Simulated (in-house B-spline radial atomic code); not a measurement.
A fraction x of an electron is removed from 4p in Rb IV (Rb3+), starting from [Ar] 3d10 4s2 4p4 and keeping the highest spin. All numbers are computed (non-relativistic RPBE, spin-polarised, spherical fractional occupations; point nucleus) with an all-electron radial atomic-structure program (B-spline basis), not measured.

```
   x  E(x) - E(0) (eV)  4p down level (eV)
   0            0.0000             -45.241
0.09            4.1217             -46.352
 0.2            9.2952             -47.712
0.35           16.5913             -49.571
0.39           18.5841             -50.067
 0.5           24.1666             -51.434
0.53           25.7152             -51.807
0.74           36.8690             -54.421
0.86           43.4892             -55.917
 0.9           45.7359             -56.417
   1           51.4400                   -
```

The exact functional would give a straight line between the two integer points. Deviations E(x) - E(0) - x[E(1) - E(0)], in eV: -0.508 at x = 0.09, -0.993 at x = 0.2, -1.413 at x = 0.35, -1.477 at x = 0.39, -1.553 at x = 0.5, -1.548 at x = 0.53, -1.197 at x = 0.74, -0.749 at x = 0.86, -0.56 at x = 0.9.

The curve lies below the straight line by up to 1.553 eV (at x = 0.5): convex, the delocalisation error that favours fractional charges.

Q: How well does Slater's transition state (minus the level at half occupation) give the ionisation energy?

A: It gives 51.434 eV against 51.440 eV from the two total energies; NIST lists 52.20 eV, ground level to ground level.
